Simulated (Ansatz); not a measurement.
Program: Ansatz. Geometries: PBE0-D4/def2-TZVP. ΔE: electronic, gas phase. CBS: MP2 limit from def2 TZ/QZ plus the TZ coupled-cluster correction, frozen cores. This one scheme is used for every species. DFT in def2-TZVPP. def2 core potentials past Kr. For Br, In outer-core shells are correlated without core-valence functions, which leaves a few kJ/mol of doubt a bond. Scalar relativity is left out up to krypton. One conformer a species, not always the lowest.

`[SH][In]([SH])[Br]` + H₂ → `[SH][InH][SH]` + HBr  (hydrogenolysis of the In–Br bond)

Problem. Is it downhill or uphill in electronic energy at CCSD(T)/CBS, and by how much? (Best estimate.)

Solution. The calculation gave: Uphill: ΔE = +117.2 kJ/mol.

Problem. What do these levels give: B2PLYP, HF/def2-SVP, CCSD(T)/def2-SVP, SCS-MP2/def2-TZVPP, HF/def2-QZVPP, HF/CBS(def2)? (Estimate.)

Solution. The calculation gave: B2PLYP 111.7, HF/def2-SVP 103.2, CCSD(T)/def2-SVP 107.6, SCS-MP2/def2-TZVPP 114.8, HF/def2-QZVPP 110.4, HF/CBS(def2) 110.4 kJ/mol.

Problem. What do rigid-rotor, harmonic-oscillator terms from PBE0-D4/def2-TZVP frequencies (298.15 K, 1 bar) make of the CCSD(T)/CBS value? (An estimate is asked.)

Solution. The calculation gave: ΔZPE = +3.4 kJ/mol, ΔH = +116.7 kJ/mol, ΔS = 18 J/(mol·K), ΔG = +111.3 kJ/mol.

Largest T1 diagnostic among the species: 0.014.

Leaving LDA and LC-ωPBE aside and taking each functional with its dispersion term where it has one, the values, not all of them listed here, spread over 14.3 kJ/mol, from B97M-V to BHLYP-D4. LDA lies −9.5 kJ/mol from PBE without D4. From BLYP to BHLYP (50 % exact exchange), in def2-TZVPP and without D4, ΔE moves by +3.4 kJ/mol. At CCSD(T), def2-SVP lies −9.6 kJ/mol from the extrapolated value and def2-TZVPP −8.4 kJ/mol.
